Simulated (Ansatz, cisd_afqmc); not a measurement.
Species: Si, charge 0, triplet.

Total energies in def2-TZVPPD, 4 correlated electrons, 5 frozen orbitals. Radicals and triplets start from unrestricted determinants; spin-orbit coupling is neglected. Correlated methods leave the cores frozen. No relativity. The Monte Carlo rows (phaseless AFQMC, CISD trial, step 0.005/hartree) carry one-sigma bars that omit the constraint's bias. Outlying blocks are dropped, and bars are widened where a walk drifts. Over all cases where full CI ran beside it in this data, AFQMC minus full CI had a median of +0.1 mEh and passed +0.4 mEh in a tenth of the cases. Full CI freezes restricted core orbitals and the other rows unrestricted ones, which leaves a small offset even where coupled cluster is exact.

| method | program | energy (Eh) | error against FCI (mEh) |
|---|---|---|---|
| HF | Ansatz | -288.85092 | 77.89 |
| MP2 | Ansatz | -288.90721 | 21.60 |
| CCSD | Ansatz | -288.92550 | 3.31 |
| CCSD(T) | Ansatz | -288.92803 | 0.78 |
| CCSDT(Q) | Ansatz | -288.92887 | -0.06 |
| CCSDTQ | Ansatz | -288.92888 | -0.08 |
| AFQMC/CISD | cisd_afqmc | -288.9285 ± 0.0002 | 0.3 ± 0.2 |
| FCI | Ansatz | -288.92881 | 0.00 |

Ansatz is an electronic-structure program.
